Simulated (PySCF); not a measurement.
Si(CCH)2(Cl)2 (C₄H₂Cl₂Si), SMILES C#C[Si](Cl)(Cl)C#C.

Geometry optimised at PBE0-D3(BJ)/def2-SVP.

These are TDDFT-LC-ωPBE/def2-SVPD run with PySCF 2.14.0 values and carry that method's errors.

Vertical excitations. Isolated molecule, no solvent. State labels are in the subgroup C2v.

```csv
state,symmetry,energy (eV),λ (nm),f,main pairs
S1,A2,5.79,214,0.000,"HOMO→LUMO 46 %, HOMO−1→LUMO+1 20 %, HOMO−3→LUMO+4 16 %"
S2,B2,5.92,209,0.000,"HOMO−2→LUMO+1 29 %, HOMO−3→LUMO 26 %, HOMO→LUMO+4 17 %, HOMO−1→LUMO+3 12 %"
S3,B1,6.11,203,0.000,"HOMO→LUMO+1 35 %, HOMO−1→LUMO 33 %, HOMO−2→LUMO+4 10 %, HOMO−3→LUMO+3 9 %"
S4,A2,6.11,203,0.000,"HOMO−1→LUMO+1 43 %, HOMO→LUMO 25 %, HOMO−2→LUMO+3 11 %, HOMO−3→LUMO+4 7 %"
S5,A1,6.28,197,0.003,"HOMO−2→LUMO 31 %, HOMO−3→LUMO+1 27 %, HOMO−1→LUMO+4 14 %, HOMO→LUMO+3 13 %"
S6,B2,6.29,197,0.001,"HOMO−3→LUMO 32 %, HOMO−2→LUMO+1 27 %, HOMO→LUMO+4 18 %, HOMO−1→LUMO+3 10 %"
S7,B1,8.10,153,0.277,"HOMO−5→LUMO+1 41 %, HOMO−1→LUMO 19 %, HOMO→LUMO+1 17 %, HOMO−6→LUMO 10 %"
T1,B1,4.62,269,0,"HOMO→LUMO+1 30 %, HOMO−1→LUMO 25 %, HOMO−2→LUMO+4 13 %, HOMO−3→LUMO+3 11 %"
T2,A1,4.70,264,0,"HOMO−2→LUMO 26 %, HOMO−3→LUMO+1 20 %, HOMO−1→LUMO+4 19 %, HOMO→LUMO+3 12 %"
T3,A2,5.12,242,0,"HOMO→LUMO 35 %, HOMO−1→LUMO+1 24 %, HOMO−3→LUMO+4 15 %, HOMO−2→LUMO+3 9 %"
T4,B1,5.12,242,0,"HOMO→LUMO+1 30 %, HOMO−1→LUMO 29 %, HOMO−2→LUMO+4 13 %, HOMO−3→LUMO+3 10 %"
```
Triplets are in the Tamm–Dancoff approximation, which puts them higher than full response would, so one can lie above its singlet here.
